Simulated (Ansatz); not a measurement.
Ideal-gas functions of CH3BF2Si, SMILES `F[Si]1(F)BC1` at 298.15 K and 1 bar, from an Ansatz frequency run at PBE0-D4/def2-TZVP.

Molar mass 91.93 g/mol, point group C1 (symmetry number 1), electronic degeneracy 1, moments of inertia 80.202, 134.953, 180.488 u Å². Harmonic wavenumbers (cm⁻¹, unscaled): 171, 220, 270, 313, 362, 538, 592, 731, 814, 885, 933, 947, 1038, 1176, 1464, 2717, 3058, 3151.

Use S(trans) = R[1.5 ln M + 2.5 ln T − 1.1517]; rotational temperatures θ = 24.2544 K / I; S(rot) = R[ln(√π/σ · √(T³/θAθBθC)) + 1.5]; for each mode x = 1.438777 ν̃/T, S = R[x/(eˣ − 1) − ln(1 − e⁻ˣ)] and H = RT x/(eˣ − 1); 1 cm⁻¹ = 0.0119627 kJ/mol; R = 8.31446 J/(mol·K).

Problem. By hand: the entropy, in J/(mol·K).

Solution. Translation 165.2. Rotation: θ = 0.3024, 0.1797, 0.1344 K, giving 108.7. Vibration, mode by mode: 10.14, 8.20, 6.68, 5.63, 4.66, 2.38, 1.94, 1.14, 0.82, 0.62, 0.51, 0.48, 0.34, 0.19, 0.06, 0.00, 0.00, 0.00, in all 43.8. Electronic 0.0. Sum 317.7 J/(mol·K).

Problem. By hand: H − E and G − E in kJ/mol, counted from the electronic energy.

Solution. Zero-point energy ½ × 19380 × 0.0119627 = 115.9; thermal vibration 8.1; translation, rotation and pV give 4 RT = 9.9. H − E = 133.9 kJ/mol, and G − E = 133.9 − 298.15 × 317.7/1000 = 39.2 kJ/mol.

Vibration gives 14 % of the entropy. The sum counts one conformer and one mirror image; others add a mixing term.
